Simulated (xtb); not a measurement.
A geometry relaxed with GFN2-xTB (xtb), charge 0, multiplicity 1:

```xyz
14

C      0.2012    -0.0704    -0.4194
H     -1.6111     1.5718     0.8798
H     -2.3679     0.6183    -1.1847
H     -1.4035    -2.3173    -0.2293
C      1.4508     0.5455     0.2117
H      0.4473    -0.3270    -1.4562
H      0.8717    -2.6106     0.4367
H      1.7594     1.4438    -0.3227
H     -0.6288    -1.4183     1.8529
H     -0.7733     2.3968    -1.1930
Si    -0.2728    -1.6930     0.4591
H      1.2636     0.8213     1.2480
Si    -1.2215     1.1951    -0.4809
H      2.2849    -0.1559     0.1979
```

Task: Write the SMILES of this molecule.

Result: `CC([SiH3])[SiH3]`
